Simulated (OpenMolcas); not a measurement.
A calculation on Au2+.

| Property | Result |
| --- | --- |
| Program | OpenMolcas |
| Method | SS-RASPT2, IPEA 0.25 Eh, imaginary shift 0.1 Eh (closed shells correlated: 5s 5p) |
| Basis | ANO-RCC-VTZP [8s7p5d3f1g] |
| Scalar Hamiltonian | DKH2, point nucleus |
| Active space | 9 electrons in 9 orbitals (RAS2 5d 6s; RAS3 6p, at most 2 electrons) |
| State averaging | 2S+1 = 2 even, 58 roots; 2S+1 = 4 even, 20 roots kept (CI in the orbitals of an earlier block); 2S+1 = 2 odd, 52 roots; 2S+1 = 4 odd, 29 roots kept (CI in the orbitals of an earlier block) |
| Spin-orbit coupling | state interaction with AMFI integrals over the reference wave functions, term energies averaged over their components |

Question: Which level of the active space comes out lowest?

Answer: 5d⁹ ²D_5/2, with 100 % of that term; it is also the measured ground level.

Question: How high does 5d⁸ 6s ⁴F_9/2 lie?

Answer: 27550 cm⁻¹ above the lowest level; measured 29754 cm⁻¹ above the ground level, so the calculation is off by -7 %.

Question: How high does 5d⁸ 6s ⁴P_1/2 lie?

Answer: 47620 cm⁻¹ above the lowest level; measured 49439 cm⁻¹ above the ground level, so the calculation is off by -4 %.

Question: How high does 5d⁸ 6s ²P_1/2 lie?

Answer: 56420 cm⁻¹ above the lowest level; measured 58327 cm⁻¹ above the ground level, so the calculation is off by -3 %.

Question: The level at 36580 cm⁻¹ has J = 5/2. What is it made of, and what is its g factor?

Answer: 40 % 5d⁸ 6s ⁴P_5/2, 39 % 5d⁸ 6s ²D, 19 % 5d⁸ 6s ⁴F; g = 1.324, against 1.601 from Landé's formula for the pure leading term.

Measured values: Iglesias, J. Res. Natl. Bur. Stand. 64A, 481 (1960).

CASPT2 does not keep the components of a term degenerate, so their means are used; among the terms shown or strongly mixed into the levels shown the widest spread is 380 cm-1 (5d⁸ 6s ⁴F). Terms from blocks run as CI alone lack orbitals of their own. A single d shell beside an s shell can misplace configurations of different d count against each other. Computed and measured levels are paired by configuration, term and J; levels that our copy of the source lacks, or whose pairing is in doubt (as where it misses far off the trend of its configuration), stay unpaired and out of the deviations. Levels of configurations outside the active space are missing.
